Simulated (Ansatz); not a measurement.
This singlet lies 0.64 eV below the relaxed triplet at the level frozen-core CCSD(T)/cc-pVTZ // PBE0-D3(BJ)/def2-TZVP (Ansatz, a quantum-chemistry and plane-wave program).

All values below come from PBE0-D3(BJ)/def2-TZVP in Ansatz. No frequencies were computed at this level.

Ansatz 0.2 input:
```yaml
crystal:
  periodic: [false, false, false]
  atoms:
    - { symbol: B, position_ang: [1.518854, -0.205389, 0.502769] }
    - { symbol: Ge, position_ang: [0.430725, 0.663763, 1.914561] }
    - { symbol: Si, position_ang: [-1.064417, 0.165331, 0.076719] }
    - { symbol: H, position_ang: [1.670128, -1.371172, 0.459569] }
    - { symbol: H, position_ang: [2.051819, 0.419243, -0.339812] }
    - { symbol: H, position_ang: [-1.641808, 1.461126, -0.320774] }
    - { symbol: H, position_ang: [-2.159733, -0.624179, 0.666496] }
    - { symbol: H, position_ang: [-0.805561, -0.50872, -1.20595] }
basis:
  gaussian: { orbitals: def2-tzvp }
hamiltonian:
  xc: pbe0
  dispersion: d3bj
relax:
  max_steps: 150
```

Output:

```
Functional definition: PBE0
1058 factors; their error is unknown
mean field evaluation 1: about -65135.9905 eV, gradient 3.7e1 eV
mean field evaluation 2: about -65129.6762 eV, gradient 5.5e1 eV
mean field evaluation 4: about -65140.3186 eV, gradient 2.9e0 eV
mean field evaluation 8: about -65140.3316 eV, gradient 4.4e-2 eV
mean field evaluation 16: about -65140.6345 eV, gradient 2.2e-5 eV
mean field -65140.63453393 eV, -2393.8741652140 hartree, gradient 2.2e-5 eV, S^2 0.000000; 0 other end points of the search recorded, 0 dependent functions left out
reference -65140.63456537 eV, -2393.8741663692 hartree; 28, 28 occupied and 118, 118 virtual orbitals, 1058 factors
relax step   1: F+E_penalty+E_count = -65140.80085572 eV  Δ(F+E_penalty+E_count) = +0.000e0 eV  max|allowed force component| = 6.290e-1 eV/Å  Δτ_max = 0.0000 Å  (28 SCF iters, accepted)
these checks for a lower state are left out or cut short: starts, cluster_reference, orbital_swaps, neighbouring_geometries, increment
1058 factors; their error is unknown
mean field -65140.73732996 eV, -2393.8779428985 hartree, gradient 1.1e-5 eV, S^2 0.000000; 0 other end points of the search recorded, 0 dependent functions left out
reference -65140.73736155 eV, -2393.8779440594 hartree; 28, 28 occupied and 118, 118 virtual orbitals, 1058 factors
relax step   2: F+E_penalty+E_count = -65140.90554948 eV  Δ(F+E_penalty+E_count) = -1.047e-1 eV  max|allowed force component| = 2.846e-1 eV/Å  Δτ_max = 0.1932 Å  (30 SCF iters, accepted)
these checks for a lower state are left out or cut short: starts, cluster_reference, orbital_swaps, neighbouring_geometries, increment
1058 factors; their error is unknown
mean field -65140.77148522 eV, -2393.8791980811 hartree, gradient 9.0e-6 eV, S^2 0.000000; 0 other end points of the search recorded, 0 dependent functions left out
reference -65140.77151645 eV, -2393.8791992289 hartree; 28, 28 occupied and 118, 118 virtual orbitals, 1058 factors
relax step   3: F+E_penalty+E_count = -65140.94213880 eV  Δ(F+E_penalty+E_count) = -3.659e-2 eV  max|allowed force component| = 1.628e-1 eV/Å  Δτ_max = 0.1601 Å  (31 SCF iters, accepted)
these checks for a lower state are left out or cut short: starts, cluster_reference, orbital_swaps, neighbouring_geometries, increment
1058 factors; their error is unknown
mean field evaluation 32: about -65140.4695 eV, gradient 1.3e0 eV
mean field -65140.77676992 eV, -2393.8793922902 hartree, gradient 1.4e-5 eV, S^2 0.000000; 0 other end points of the search recorded, 0 dependent functions left out
reference -65140.77680124 eV, -2393.8793934412 hartree; 28, 28 occupied and 118, 118 virtual orbitals, 1058 factors
relax step   4: F+E_penalty+E_count = -65140.94684442 eV  Δ(F+E_penalty+E_count) = -4.706e-3 eV  max|allowed force component| = 9.659e-2 eV/Å  Δτ_max = 0.0399 Å  (30 SCF iters, accepted)
these checks for a lower state are left out or cut short: starts, cluster_reference, orbital_swaps, neighbouring_geometries, increment
1058 factors; their error is unknown
mean field -65140.77778954 eV, -2393.8794297605 hartree, gradient 1.3e-5 eV, S^2 0.000000; 0 other end points of the search recorded, 0 dependent functions left out
reference -65140.77782081 eV, -2393.8794309099 hartree; 28, 28 occupied and 118, 118 virtual orbitals, 1058 factors
relax step   5: F+E_penalty+E_count = -65140.94819056 eV  Δ(F+E_penalty+E_count) = -1.346e-3 eV  max|allowed force component| = 2.207e-2 eV/Å  Δτ_max = 0.0189 Å  (32 SCF iters, accepted)
these checks for a lower state are left out or cut short: starts, cluster_reference, orbital_swaps, neighbouring_geometries, increment
1058 factors; their error is unknown
mean field -65140.77793299 eV, -2393.8794350323 hartree, gradient 1.4e-5 eV, S^2 0.000000; 0 other end points of the search recorded, 0 dependent functions left out
reference -65140.77796423 eV, -2393.8794361804 hartree; 28, 28 occupied and 118, 118 virtual orbitals, 1058 factors
relax step   6: F+E_penalty+E_count = -65140.94837608 eV  Δ(F+E_penalty+E_count) = -1.855e-4 eV  max|allowed force component| = 1.649e-2 eV/Å  Δτ_max = 0.0175 Å  (32 SCF iters, accepted)
these checks for a lower state are left out or cut short: starts, cluster_reference, orbital_swaps, neighbouring_geometries, increment
1058 factors; their error is unknown
mean field -65140.77798325 eV, -2393.8794368794 hartree, gradient 1.3e-5 eV, S^2 0.000000; 0 other end points of the search recorded, 0 dependent functions left out
reference -65140.77801450 eV, -2393.8794380277 hartree; 28, 28 occupied and 118, 118 virtual orbitals, 1058 factors
relax step   7: F+E_penalty+E_count = -65140.94842234 eV  Δ(F+E_penalty+E_count) = -4.626e-5 eV  max|allowed force component| = 1.944e-2 eV/Å  Δτ_max = 0.0100 Å  (31 SCF iters, accepted)
these checks for a lower state are left out or cut short: starts, cluster_reference, orbital_swaps, neighbouring_geometries, increment
1058 factors; their error is unknown
mean field evaluation 64: about -65140.7781 eV, gradient 2.1e-5 eV
mean field -65140.77807328 eV, -2393.8794401879 hartree, gradient 2.1e-5 eV, S^2 0.000000; 0 other end points of the search recorded, 0 dependent functions left out
reference -65140.77810453 eV, -2393.8794413363 hartree; 28, 28 occupied and 118, 118 virtual orbitals, 1058 factors
relax step   8: F+E_penalty+E_count = -65140.94850298 eV  Δ(F+E_penalty+E_count) = -8.064e-5 eV  max|allowed force component| = 4.538e-3 eV/Å  Δτ_max = 0.0043 Å  (26 SCF iters, accepted)
1058 factors; their error is unknown
mean field -65140.77807328 eV, -2393.8794401879 hartree, gradient 2.5e-5 eV, S^2 0.000000; 1 other end points of the search recorded, 0 dependent functions left out
reference -65140.77810453 eV, -2393.8794413363 hartree; 28, 28 occupied and 118, 118 virtual orbitals, 1058 factors
Total energy: -65140.94853422 eV, -2393.8857045119 hartree
Atom 0 at     1.332249    -0.183257     0.476117 Å, force     0.001997    -0.002858    -0.004538 eV/Å
Atom 1 at     0.500018     0.717333     2.019269 Å, force    -0.001256     0.000694     0.001787 eV/Å
Atom 2 at    -0.984566     0.151416     0.065316 Å, force     0.004501     0.000515     0.000585 eV/Å
Atom 3 at     1.414638    -1.382046     0.422105 Å, force    -0.000520     0.002581     0.000585 eV/Å
Atom 4 at     1.827081     0.448839    -0.419808 Å, force    -0.001398    -0.000954     0.001840 eV/Å
Atom 5 at    -1.541969     1.474476    -0.318760 Å, force    -0.002052     0.000019    -0.000079 eV/Å
Atom 6 at    -2.034678    -0.698527     0.684631 Å, force    -0.001388     0.000343     0.000022 eV/Å
Atom 7 at    -0.512765    -0.528231    -1.175292 Å, force     0.000116    -0.000340    -0.000202 eV/Å
Dipole moment:    -0.054222     0.065646     0.116310 e Å
```

Cost: about 30 core-seconds (a rough figure).
